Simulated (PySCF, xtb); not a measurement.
GeH7NSi, SMILES [SiH3][NH][GeH3].

Harmonic wavenumbers (cm⁻¹) from GFN2-xTB (xtb 6.7.1) at its own minimum, in rising order: 90, 103, 156, 345, 505, 534, 553, 584, 668, 747, 765, 800, 812, 819, 849, 914, 1152, 1934, 2014, 2071, 2178, 2248, 2257, 3445.

What does PySCF with PBE-D3(BJ)/def2-SVP give at its own minimum? (An estimate is asked for; the answer gives what the named calculation found.)

64, 77, 167, 341, 516, 579, 607, 675, 756, 807, 834, 862, 879, 912, 934, 959, 1143, 2045, 2078, 2105, 2115, 2151, 2171, 3506. Paired by order, the mean absolute difference is 57 cm⁻¹ and the zero-point energies are 37.9 and 39.0 kcal/mol.
